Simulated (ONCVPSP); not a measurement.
nitrogen (N): one change to an ONCV potential, before and after

N, optimised norm-conserving Vanderbilt (ONCV), made with ONCVPSP 4.0.1 (PBE, scalar-relativistic). Core [He], reference 2s2 2p3. Waves: 2s: rc 0.75 bohr, ncon 5, nbas 9, qcut 7.3 1/bohr, 2 projectors, debl 3.3 Ha; 2p: rc 1.80 bohr, ncon 3, nbas 6, qcut 7.1 1/bohr, 2 projectors, debl 4 Ha; d scattering state at 0.29 Ha: rc 1.40 bohr, ncon 5, nbas 9, qcut 7.9 1/bohr, 1 projector. Local part: polynomial inside 0.60 bohr (lpopt 3, dvloc0 4 Ha). Core correction: Teter function, fcfact 4, rcfact 1.65.

Change: core correction Teter function, fcfact 4, rcfact 1.78.

Cutoffs: the cutoffs (Ha) at which the residual kinetic energy of the hardest occupied pseudo-wave falls to 1 and 0.1 mHa per electron; they do not see the model core or the augmentation charge, which bear on the density cutoff. Errors are all-electron minus pseudo energies relative to the spin-unpolarised reference configuration.

Problem. Predict the effect on cutoff, ghosts and configuration errors.

Solution. The potential gets neither clearly harder nor softer (124 Ha and 375 Ha → 124 Ha and 375 Ha); both files keep a bound ghost (s); the errors of the 3 common tests hardly move. A model core, the more so a compact one, raises the density cutoff, which this test does not measure.

| quantity | base | changed |
| --- | --- | --- |
| cutoff, loose | 124 Ha | 124 Ha |
| cutoff, tight | 375 Ha | 375 Ha |
| bound ghosts | s | s |
| GHOST(+) flags under 300 eV | none | none |
| tests with a reliable result | 3 of 4 | 3 of 4 |
| error for 2s2 2p2, meV [ΔE 13.59 eV] | +43 | +43 |
| error for 2s2 2p1, meV [ΔE 42.44 eV] | +356 | +351 |
| error for 2s2 2p0, meV [ΔE 89.53 eV] | +1385 | +1355 |
| s: phases at 0.76 bohr within 0.05 rad from the reference energy up to (Ha; the scan ends near 5) | to the end of the scan | to the end of the scan |
| p: phases at 1.82 bohr within 0.05 rad from the reference energy up to (Ha; the scan ends near 5) | to the end of the scan | to the end of the scan |
| d: phases at 1.42 bohr within 0.05 rad from the reference energy up to (Ha; the scan ends near 5) | to the end of the scan | to the end of the scan |
| rms error of d²Exc/dni dnj with the model core, mHa | 1.47 | 1.69 |

 A true bound ghost makes a file unfit for plane-wave use even where its test errors are small: the radial tests pick states by their node count and pass the ghost by.
